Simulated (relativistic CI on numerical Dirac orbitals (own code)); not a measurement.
## Electric-dipole transitions in Ir LXXVI

Method of calculation: Dirac-Coulomb-Breit CI, KLI orbitals optimised for each configuration, model QED (radiative potential, 1s self-energy scaled to tabulated hydrogen-like ionisation energies), unscaled Slater integrals (own radial code, finite nucleus).

CI space: 1s², 1s2s, 1s2p, 1s3s, 1s3p, 1s3d, 1s4s, 1s4p, 1s4d, 1s4f, 1s5s, 1s5p, 1s5d, 1s5f, 1s5g, 1s6s, 1s6p, 1s6d, 2s². Levels of other configurations are missing.

```
λ vac (nm)           Lower           Upper   A (s⁻¹)  log gf  S velocity/length
   0.09539   1s2p ³P°1 [3]   1s3d ³D2 [13]  2.04e+15    0.14               1.00
   0.11004   1s2p ³P°2 [6]   1s3d ³D3 [16]  2.13e+15    0.43               1.00
   0.11052   1s2p ¹P°1 [7]   1s3d ¹D2 [17]  1.91e+15    0.24               1.00
   0.27528   1s3p ³P°1 [9]   1s4d ³D2 [23]  1.86e+14    0.02               1.00
   0.30929  1s3p ³P°2 [12]   1s4d ³D3 [26]  2.32e+14    0.37               1.00
   0.31002   1s3d ³D2 [13]  1s4f ³F°3 [27]  4.46e+14    0.65               1.00
   0.31032   1s3d ³D1 [14]  1s4f ³F°2 [28]  4.01e+14    0.46               1.00
   0.31040  1s3p ¹P°1 [15]   1s4d ¹D2 [29]  2.10e+14    0.18               1.00
   0.32010   1s3d ³D3 [16]  1s4f ³F°4 [30]  4.58e+14    0.80               1.00
   0.32032   1s3d ¹D2 [17]  1s4f ¹F°3 [31]  4.36e+14    0.67               1.00
   0.66666  1s4p ³P°2 [22]   1s5d ³D3 [40]  4.80e+13    0.35               1.00
   0.66810   1s4d ³D2 [23]  1s5f ³F°3 [41]  8.15e+13    0.58               1.00
   0.66865   1s4d ³D1 [24]  1s5f ³F°2 [42]  7.34e+13    0.39               1.00
   0.68680   1s4d ³D3 [26]  1s5f ³F°4 [44]  8.63e+13    0.74               1.00
   0.68688  1s4f ³F°3 [27]   1s5g ³G4 [45]  1.39e+14    0.95               1.00
   0.68712  1s4f ³F°2 [28]   1s5g ³G3 [46]  1.33e+14    0.82               1.00
   0.68723   1s4d ¹D2 [29]  1s5f ¹F°3 [47]  8.22e+13    0.61               1.00
   0.69558  1s4f ³F°4 [30]   1s5g ³G5 [48]  1.42e+14    1.05               1.00
   0.69575  1s4f ¹F°3 [31]   1s5g ¹G4 [49]  1.38e+14    0.95               1.00
    1.2281  1s5p ³P°2 [36]   1s6d ³D3 [58]  1.42e+13    0.35               1.00
```

Terms are leading LS components. Brackets give the number of a level in order of energy, since labels repeat. The list gives strong lines, with weight on those to low levels, among the lowest 59 of 60 levels, so that lines to higher ones, which can be the strongest, are missing. Levels whose partners in the same complex of configurations lie outside the list can be far off, and so can their lines. Rates are taken at the computed energies, electric ones in the length gauge. A velocity-to-length ratio far from 1 marks an uncertain rate.

At this charge energies of transitions that change n are usually good to better than 1 %, and those within a shell (Δn = 0) to a few per cent.

LS names give the leading component of a level, which can be under half, so a name can repeat, a term be missing and a line seem to break the LS rules.
